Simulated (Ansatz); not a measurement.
Geometry optimisation of the cluster InSn2.

```yaml
crystal:
  periodic: [false, false, false]
  atoms:
    - {symbol: In, position_ang: [-1.564900, -0.779830, 1.016910]}
    - {symbol: Sn, position_ang: [0.427000, -0.329840, -1.560610]}
    - {symbol: Sn, position_ang: [1.137890, 1.109670, 0.543710]}
basis:
  gaussian: {orbitals: def2-SVP}
magnetization: {spin_polarized: true, initial_magnetization: 1}
hamiltonian: {xc: pbe, dispersion: d4}
scf: {omitted_lower_state_checks: [starts]}
output: {orbitals: {seedname: orbitals}}
relax: {f_tol: 0.02, max_steps: 100}
```

```sh
$ ansatz run in.yaml --threads 4 --pin off --events-out ev --progress --plain --max-ram 3916MiB
```

Shortened log:

```
Functional definition: PBE
mean field -16837.50386549 eV, -618.7668541868 hartree, gradient 7.2e-6 eV, S^2 0.754165; 0 other end points of the search recorded, 0 dependent functions left out
relax step   1: F+E_penalty+E_count = -16837.67483607 eV  Δ(F+E_penalty+E_count) = +0.000e0 eV  max|allowed force component| = 2.189e-1 eV/Å  Δτ_max = 0.0000 Å  (49 SCF iters, accepted)
mean field -16837.52084592 eV, -618.7674782061 hartree, gradient 2.9e-6 eV, S^2 0.753794; 0 other end points of the search recorded, 0 dependent functions left out
relax step   2: F+E_penalty+E_count = -16837.68849807 eV  Δ(F+E_penalty+E_count) = -1.366e-2 eV  max|allowed force component| = 1.477e-1 eV/Å  Δτ_max = 0.0340 Å  (76 SCF iters, accepted)
mean field -16837.54140291 eV, -618.7682336614 hartree, gradient 3.4e-7 eV, S^2 0.753533; 0 other end points of the search recorded, 0 dependent functions left out
relax step   3: F+E_penalty+E_count = -16837.69814010 eV  Δ(F+E_penalty+E_count) = -9.642e-3 eV  max|allowed force component| = 9.529e-2 eV/Å  Δτ_max = 0.0665 Å  (84 SCF iters, accepted)
mean field -16837.54614223 eV, -618.7684078282 hartree, gradient 4.5e-7 eV, S^2 0.753861; 0 other end points of the search recorded, 0 dependent functions left out
relax step   4: F+E_penalty+E_count = -16837.70026849 eV  Δ(F+E_penalty+E_count) = -2.128e-3 eV  max|allowed force component| = 4.687e-2 eV/Å  Δτ_max = 0.0275 Å  (88 SCF iters, accepted)
mean field -16837.54717142 eV, -618.7684456504 hartree, gradient 3.8e-6 eV, S^2 0.754267; 0 other end points of the search recorded, 0 dependent functions left out
relax step   5: F+E_penalty+E_count = -16837.70057526 eV  Δ(F+E_penalty+E_count) = -3.068e-4 eV  max|allowed force component| = 1.574e-2 eV/Å  Δτ_max = 0.0090 Å  (55 SCF iters, accepted)
mean field -16837.54749912 eV, -618.7684576932 hartree, gradient 5.2e-7 eV, S^2 0.755032; 0 other end points of the search recorded, 0 dependent functions left out
relax step   6: F+E_penalty+E_count = -16837.70067665 eV  Δ(F+E_penalty+E_count) = -1.014e-4 eV  max|allowed force component| = 9.956e-3 eV/Å  Δτ_max = 0.0065 Å  (87 SCF iters, accepted)
mean field -16837.54822209 eV, -618.7684842618 hartree, gradient 6.3e-6 eV, S^2 0.759776; 0 other end points of the search recorded, 0 dependent functions left out
relax step   7: F+E_penalty+E_count = -16837.70105700 eV  Δ(F+E_penalty+E_count) = -3.803e-4 eV  max|allowed force component| = 3.929e-2 eV/Å  Δτ_max = 0.0250 Å  (52 SCF iters, accepted)
mean field -16837.51875109 eV, -618.7674012224 hartree, gradient 1.1e-5 eV, S^2 0.760617; 0 other end points of the search recorded, 0 dependent functions left out
relax step   8: F+E_penalty+E_count = -16837.67414770 eV  Δ(F+E_penalty+E_count) = +2.691e-2 eV  max|allowed force component| = 4.857e-1 eV/Å  Δτ_max = 0.1955 Å  (60 SCF iters, rejected (line search))
mean field -16837.54838043 eV, -618.7684900805 hartree, gradient 1.1e-5 eV, S^2 0.762488; 0 other end points of the search recorded, 0 dependent functions left out
relax step   9: F+E_penalty+E_count = -16837.70156574 eV  Δ(F+E_penalty+E_count) = -5.087e-4 eV  max|allowed force component| = 4.466e-2 eV/Å  Δτ_max = 0.0133 Å  (50 SCF iters, accepted)
mean field -16837.54936051 eV, -618.7685260978 hartree, gradient 5.9e-6 eV, S^2 0.772795; 0 other end points of the search recorded, 0 dependent functions left out
relax step  10: F+E_penalty+E_count = -16837.70559507 eV  Δ(F+E_penalty+E_count) = -4.029e-3 eV  max|allowed force component| = 1.982e-2 eV/Å  Δτ_max = 0.0789 Å  (57 SCF iters, accepted)
mean field -16837.52034806 eV, -618.7674599098 hartree, gradient 6.9e-6 eV, S^2 0.757294; 0 other end points of the search recorded, 0 dependent functions left out
relax step  11: F+E_penalty+E_count = -16837.68977963 eV  Δ(F+E_penalty+E_count) = +1.582e-2 eV  max|allowed force component| = 2.139e-1 eV/Å  Δτ_max = 0.1473 Å  (59 SCF iters, rejected (line search))
mean field -16837.54864683 eV, -618.7684998705 hartree, gradient 9.9e-6 eV, S^2 0.772210; 0 other end points of the search recorded, 0 dependent functions left out
relax step  12: F+E_penalty+E_count = -16837.70623264 eV  Δ(F+E_penalty+E_count) = -6.376e-4 eV  max|allowed force component| = 1.656e-2 eV/Å  Δτ_max = 0.0164 Å  (49 SCF iters, accepted)
mean field -16837.54864683 eV, -618.7684998705 hartree, gradient 9.9e-6 eV, S^2 0.772210; 0 other end points of the search recorded, 0 dependent functions left out
Total energy: -16837.70626226 eV, -618.7742921308 hartree
Atom 0 at    -1.488957    -0.788166     0.858360 Å, force    -0.007763    -0.008795    -0.006605 eV/Å
Atom 1 at     0.289791    -0.388482    -1.448431 Å, force    -0.002344     0.005192     0.016562 eV/Å
Atom 2 at     1.199157     1.176648     0.590082 Å, force     0.010107     0.003603    -0.009957 eV/Å
Dipole moment:    -0.225556    -0.080098     0.222956 e Å
Checks for a lower state left out: starts
```

Hardware: 4 threads of Arm Neoverse N1 on a shared host. Wall time 38 s.

In the def2 sets In, Sn take a core potential; there is no spin–orbit coupling. The structure comes from a short search, and lower isomers may exist.
